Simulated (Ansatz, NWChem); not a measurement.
# SiH3I (SMILES [SiH3]I): the atomisation enthalpy at 298 K, rung by rung

SiH3I has 5 atoms, charge 0, and is taken as a singlet. SMILES: `[SiH3]I`. The coordinates come from a PBE0-D4/def2-TZVP relaxation.

Quantity: the atomisation enthalpy at 298 K, in kJ/mol. The values are calculated. The thermal term (zero-point and 298 K enthalpy, harmonic and unscaled) is that of PBE0-D4/def2-TZVP; the spin-orbit lowering of the free atoms at 298 K, 30.8 kJ/mol by their spectra, is taken off.

Measured value to compare with: NIST-JANAF tables; in doubt, as an older value, an estimate or one at odds with other calculations gives the atomisation enthalpy at 298 K of the gas as 1213 kJ/mol.

```json
{"level": "SVWN5/def2-TZVP (core potential)", "kind": "LDA", "program": "Ansatz", "value (kJ/mol)": "1342", "computed − measured": "+129", "CPU time (all runs)": "9 s"}
{"level": "PBE/def2-TZVP (core potential)", "kind": "GGA", "program": "Ansatz", "value (kJ/mol)": "1187", "computed − measured": "-26", "CPU time (all runs)": "14 s"}
{"level": "r2SCAN/def2-TZVP (core potential)", "kind": "meta-GGA", "program": "NWChem", "value (kJ/mol)": "1212", "computed − measured": "-1", "CPU time (all runs)": "52 s"}
{"level": "M06-2X/def2-TZVP (core potential)", "kind": "hybrid meta-GGA", "program": "NWChem", "value (kJ/mol)": "1186", "computed − measured": "-27", "CPU time (all runs)": "45 s"}
{"level": "wB97X/def2-TZVP (core potential)", "kind": "range-separated hybrid", "program": "Ansatz", "value (kJ/mol)": "1212", "computed − measured": "-1", "CPU time (all runs)": "48 s"}
{"level": "B2PLYP/def2-TZVP (core potential)", "kind": "double hybrid", "program": "Ansatz", "value (kJ/mol)": "1189", "computed − measured": "-24", "CPU time (all runs)": "25 s"}
{"level": "MP2/def2-TZVP (core potential)", "kind": "perturbation theory", "program": "NWChem", "value (kJ/mol)": "1160", "computed − measured": "-53", "CPU time (all runs)": "2.5 min"}
{"level": "CCSD/def2-TZVP (core potential)", "kind": "coupled cluster or CI", "program": "NWChem", "value (kJ/mol)": "1154", "computed − measured": "-59", "CPU time (all runs)": "5.1 min"}
{"level": "FCI/STO-3G", "kind": "exact in the basis", "program": "Ansatz", "value (kJ/mol)": "1467", "computed − measured": "+254", "CPU time (all runs)": "12 s"}
```

Nearest: wB97X/def2-TZVP (core potential) (-1 kJ/mol); farthest: FCI/STO-3G (+254 kJ/mol). Computed less measured by kind, in kJ/mol (of the ab initio rows, those in def2-TZVP): LDA +129; GGA -26; meta-GGA -1; global hybrid -27; range-separated hybrid -1; double hybrid -24; perturbation theory -53; coupled cluster or CI -59. Wave-function methods converge slowly with the basis and bind too weakly in sets of this size; that is part of their error here. The measured heats of formation of B, Si, Al and metal atoms are uncertain by some kJ/mol each. All-electron rows without a relativistic Hamiltonian named are non-relativistic, while core potentials hold scalar relativity, so basis and relativity change together. High-level rows in very small sets aren't better than simpler rows in larger ones. In the correlated wave-function rows the outer d shell of I is correlated, in sets not made for it. Times are those of the runs behind each value, whatever else they computed, on shared processors of several kinds: orders of magnitude only.
